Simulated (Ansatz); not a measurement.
CH2O2, triplet, geometry from GFN2-xTB (a higher spin typed on purpose: for a closed-shell molecule this is an excited state). Base run: Ansatz (a quantum-chemistry and plane-wave program) with CCSD(T)/6-311G**.

Here is a job for Ansatz.
Ansatz 0.2 input:
```yaml
crystal:
  periodic: [false, false, false]
  atoms:
    - {symbol: O, position_ang: [0.92501158, -0.69588946, 0.13212394]}
    - {symbol: C, position_ang: [-0.34051039, -0.19716062, 0.15520994]}
    - {symbol: O, position_ang: [-0.73036434, 0.99380704, -0.11121298]}
    - {symbol: H, position_ang: [1.46937990, -0.32626264, -0.58832390]}
    - {symbol: H, position_ang: [-0.98349538, -0.87411438, -0.51022332]}
basis:
  gaussian:
    orbitals: 6-311G__.json
magnetization: {spin_polarized: true, initial_magnetization: 2}
correlation: {method: ccsd_t}
```
The basis file holds 6-311G** in the JSON format of the Basis Set Exchange.

Each row names what was changed in the base input (with any setting that the change needs).

```csv
change,ΔE vs base (kcal/mol),MP2 correlation (Eh),CC correlation without the perturbative part (Eh),basis functions,core-seconds (rough)
base,0.000,-0.47440,-0.50215,66,8
diis_vectors = 2,0.000,-0.47440,-0.50215,66,10
method = ccsd,[?],-0.47440,-0.50215,66,8
electrons = outside_noble_gas,0.000,-0.47440,-0.50215,66,7
accuracy = high,-0.002,-0.47440,-0.50215,66,20
electrons = all,[?],[?],[?],66,10
"fitting = cc-pVTZ-JKFIT (mean field), cc-pVTZ-RIFIT (correlation)",0.053,-0.47435,-0.50212,66,6
method = bccd,[?],-0.47440,[?],66,7
lower_state_search = off,0.000,-0.47440,-0.50215,66,7
reference functional = pbe0,0.438,-,-0.52798,66,9
```

Question: Complete the blanks.

Answer: 
- method = ccsd, ΔE vs base (kcal/mol): 9.60
- electrons = all, ΔE vs base (kcal/mol): -36.10
- electrons = all, MP2 correlation (Eh): -0.53044
- electrons = all, CC correlation without the perturbative part (Eh): -0.55935
- method = bccd, ΔE vs base (kcal/mol): 10.63
- method = bccd, CC correlation without the perturbative part (Eh): -0.50051
